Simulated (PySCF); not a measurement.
Diatomic cations of N with group 14

CCSD(T) with triple-zeta basis sets in PySCF, for the lowest determinant that a PBE0 search found; no spin–orbit coupling. De refers to high-spin ground-configuration atoms (the charge goes to the atom of lower measured ionisation energy or higher electron affinity, which is not always the lowest computed limit).

| M | basis | reference, frozen orbitals | charged atom | state (unpaired electrons) | Re (Å) | ωe (cm⁻¹) | De (eV) |
| --- | --- | --- | --- | --- | --- | --- | --- |
| C | def2-TZVPPD | ROHF, 2 | C+ | triplet (σ ↑, π ↑) | 1.248 | 1691 | 4.71 |
| Si | def2-TZVPPD | UHF, 6 | Si+ | triplet (π ↑↑) | 1.791 | 782 | 2.35 |
| Ge | def2-TZVPPD | UHF, 10 | Ge+ | triplet (π ↑↑) | 1.910 | 628 | 1.90 |
| Sn | def2-TZVPPD | ROHF, 5 | Sn+ | triplet (π ↑↑) | 2.120 | 531 | 1.44 |

The shortest bond is that of CN⁺ (1.248 Å), the longest that of SnN⁺ (2.120 Å). CN⁺ is bound most strongly (4.71 eV) and SnN⁺ least (1.44 eV).

The state changes along the series, so neighbouring rows are not always alike in their bonding.

Correlated steps freeze the inner cores (2 to 10 orbitals); shallow outer-core shells are correlated. UHF and ROHF references stand side by side, which adds small steps between rows. These are scalar-relativistic numbers at best; spin–orbit coupling would shift them, the dissociation energy most. For an ion De counts to the pair picked by the measured ionisation energies or electron affinities, which need not be the lowest pair at this level. The CCSD T1 diagnostic is raised in CN⁺, a sign that a single reference may not be enough there. States were picked by a PBE0 search and need not be the measured ground states.
